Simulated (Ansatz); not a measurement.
An input meant for 1-ethyl-3-methylimidazolium trifluoroacetate (C₈H₁₁F₃N₂O₂) (charge 0, singlet).

```yaml
crystal:
  periodic: [false, false, false]
  atoms:
    - {symbol: C, position_ang: [3.014079, 0.918119, 1.060852]}
    - {symbol: C, position_ang: [2.143564, -0.319511, 0.964764]}
    - {symbol: N, position_ang: [0.777930, -0.078623, 1.421153]}
    - {symbol: C, position_ang: [0.336658, 0.050682, 2.718678]}
    - {symbol: C, position_ang: [-1.003952, 0.288748, 2.650276]}
    - {symbol: N, position_ang: [-1.342605, 0.300227, 1.314965]}
    - {symbol: C, position_ang: [-2.667919, 0.503252, 0.749738]}
    - {symbol: C, position_ang: [-0.249666, 0.079952, 0.584122]}
    - {symbol: H, position_ang: [4.026561, 0.686899, 0.700204]}
    - {symbol: H, position_ang: [3.097667, 1.282079, 2.096504]}
    - {symbol: H, position_ang: [2.608955, 1.727945, 0.436519]}
    - {symbol: H, position_ang: [2.057681, -0.660824, -0.077411]}
    - {symbol: H, position_ang: [2.553242, -1.149740, 1.560045]}
    - {symbol: H, position_ang: [0.997365, -0.044782, 3.576092]}
    - {symbol: H, position_ang: [-1.738528, 0.440019, 3.436584]}
    - {symbol: H, position_ang: [-2.608528, 0.259005, -0.327190]}
    - {symbol: H, position_ang: [-2.979661, 1.547061, 0.895313]}
    - {symbol: H, position_ang: [-3.381485, -0.166467, 1.248055]}
    - {symbol: H, position_ang: [-0.142984, -0.005775, -0.552454]}
    - {symbol: O, position_ang: [-1.981013, -0.384602, -2.115420]}
    - {symbol: C, position_ang: [-0.854296, -0.516284, -2.600624]}
    - {symbol: O, position_ang: [0.265347, -0.323773, -2.067952]}
    - {symbol: C, position_ang: [-0.764704, -0.993550, -4.071611]}
    - {symbol: F, position_ang: [-0.078151, -0.119241, -4.817456]}
    - {symbol: F, position_ang: [-0.126451, -2.170049, -4.147177]}
    - {symbol: F, position_ang: [-1.959106, -1.150758, -4.636551]}
basis:
  gaussian: {orbitals: "6-31++G**", final_grid: {core_spheres: 1, valence_spheres: 1, degree: 3}}
hamiltonian: {xc: {name: PBE}}
scf: {omitted_lower_state_checks: [starts]}
output: {forces: true}
```

```sh
$ ansatz run in.yaml --threads 4 --pin off --events-out ev --progress --plain --max-ram 6963MiB
```

It prints (some lines left out):

```
Functional definition: PBE
3376 factors; their error is unknown
mean field evaluation 1: about -23649.0240 eV, gradient 1.1e2 eV
mean field evaluation 2: about -23476.9838 eV, gradient 2.3e2 eV
mean field evaluation 4: about -23671.4817 eV, gradient 4.4e1 eV
mean field evaluation 8: about -23675.5696 eV, gradient 5.1e0 eV
mean field evaluation 16: about -23659.9812 eV, gradient 5.5e1 eV
mean field evaluation 32: about -23739.1377 eV, gradient 9.1e0 eV
a density is far from that of the atoms, so the factors are made again for it
4142 factors; integrals over basis functions are off by at most 1.1e-3 eV
mean field evaluation 64: about -23708.7983 eV, gradient 6.7e0 eV
mean field -23712.22103266 eV, -871.4080502297 hartree, gradient 3.0e-5 eV, S^2 0.000000; 0 other end points of the search recorded, 0 dependent functions left out
reference -23712.22103283 eV, -871.4080502357 hartree; 58, 58 occupied and 293, 293 virtual orbitals, 4142 factors
Total energy: -23712.22103283 eV, -871.4080502357 hartree
Atom 0 at     3.014079     0.918119     1.060852 Å, force     0.609293    15.815377   -75.418495 eV/Å
Atom 1 at     2.143564    -0.319511     0.964764 Å, force   -67.678616   -14.605344   100.330543 eV/Å
Atom 2 at     0.777930    -0.078623     1.421153 Å, force    -2.223769     2.978212     7.764497 eV/Å
Atom 3 at     0.336658     0.050682     2.718678 Å, force     2.210111    27.673240   -70.889699 eV/Å
Atom 4 at    -1.003952     0.288748     2.650276 Å, force    13.371787    26.821793    -7.862169 eV/Å
Atom 5 at    -1.342605     0.300227     1.314965 Å, force    50.096519   -68.248312     1.977556 eV/Å
Atom 6 at    -2.667919     0.503252     0.749738 Å, force     6.406083     1.611322     9.652302 eV/Å
Atom 7 at    -0.249666     0.079952     0.584122 Å, force     6.782717   -25.030784    54.228916 eV/Å
Atom 8 at     4.026561     0.686899     0.700204 Å, force    -4.781797    -0.805717     6.465085 eV/Å
Atom 9 at     3.097667     1.282079     2.096504 Å, force     1.389253     7.545012     0.758372 eV/Å
Atom 10 at     2.608955     1.727945     0.436519 Å, force    -5.007745    -2.847455     7.335457 eV/Å
Atom 11 at     2.057681    -0.660824    -0.077411 Å, force    -1.583691     1.244233     7.135624 eV/Å
Atom 12 at     2.553242    -1.149740     1.560045 Å, force    -9.201998     2.228055   -14.677270 eV/Å
Atom 13 at     0.997365    -0.044782     3.576092 Å, force    -0.011976    -6.457391   -20.342711 eV/Å
Atom 14 at    -1.738528     0.440019     3.436584 Å, force     1.436413     2.224695    -9.179974 eV/Å
Atom 15 at    -2.608528     0.259005    -0.327190 Å, force   -10.725639     6.049395     9.405975 eV/Å
Atom 16 at    -2.979661     1.547061     0.895313 Å, force     5.715331     0.349314    -3.818851 eV/Å
Atom 17 at    -3.381485    -0.166467     1.248055 Å, force     2.866164     3.302281    -3.687936 eV/Å
Atom 18 at    -0.142984    -0.005775    -0.552454 Å, force   -17.165101    -1.375187     0.910748 eV/Å
Atom 19 at    -1.981013    -0.384602    -2.115420 Å, force    44.661244    11.815595   -30.468251 eV/Å
Atom 20 at    -0.854296    -0.516284    -2.600624 Å, force    42.383761   -34.804922    17.636849 eV/Å
Atom 21 at     0.265347    -0.323773    -2.067952 Å, force   -55.165867    -8.142408   -25.869491 eV/Å
Atom 22 at    -0.764704    -0.993550    -4.071611 Å, force   -32.272279    25.198031    32.351401 eV/Å
Atom 23 at    -0.078151    -0.119241    -4.817456 Å, force     7.586628    22.647617     4.234720 eV/Å
Atom 24 at    -0.126451    -2.170049    -4.147177 Å, force     9.941495   -11.897139     4.434881 eV/Å
Atom 25 at    -1.959106    -1.150758    -4.636551 Å, force    10.361679    16.710488    -2.408079 eV/Å
Dipole moment:    -1.221183     1.473121    -4.242486 e Å
Checks for a lower state left out: starts
```

What is wrong with this run?

The integration grid is far too coarse. The calculation finished and met its thresholds. The result belongs to that input, not to the species as meant.
